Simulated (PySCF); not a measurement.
F6W (SMILES [F][W]([F])([F])([F])([F])[F]), singlet, geometry from GFN2-xTB (such geometries of metal compounds can be far from the true shape) (core potentials on W), with bond 7-1 at 1.3 times its length. Base run: DF-PBE0/def2-SVP (PySCF).

Input for PySCF:
```python
from pyscf import gto, scf, dft

mol = gto.M(
    atom='''
W     0.000000   -0.000000   -0.000000
F     1.109154   -0.454999   -1.392349
F    -1.109154    0.454999    1.392349
F    -1.166339    0.782255   -1.184742
F    -0.886180   -1.599042   -0.183393
F     0.886180    1.599042    0.183393
F     1.516240   -1.016932    1.540165
''',
    basis='def2-svp',
    ecp={'W': 'def2-svp'},
    charge=0,
    spin=0,
    verbose=4,
)

mf = dft.RKS(mol)
mf.xc = 'pbe0'
mf = mf.density_fit(auxbasis='def2-universal-jkfit')
mf.kernel()
mf.analyze()
```

Variants of this job, named by their change:

```
change                                       ΔE vs base (mEh)  SCF cycles        outcome
-------------------------------------------  ----------------  ----------  -------------
base                                                    0.000          14      converged
diis_space = 4                                          0.000          15      converged
init_guess = vsap                                           -           -  input refused
DIIS = EDIIS                                                -          50  not converged
diis_space = 2                                              -          50  not converged
level_shift = 0.5 (with mf.max_cycle = 100)             0.000          31      converged
diis = off (with mf.max_cycle = 100)                        -         100  not converged
diis_space = 12                                         0.000          13      converged
init_guess = huckel                                     0.000          15      converged
init_guess = 1e                                         0.000          20      converged
init_guess = atom                                       0.000          13      converged
conv_tol = 1e-4                                         0.012          10      converged
level_shift = 0.1 (with mf.max_cycle = 100)             0.000          13      converged
```

- init_guess = vsap: ended with `AssertionError: ECP or PP not supported`
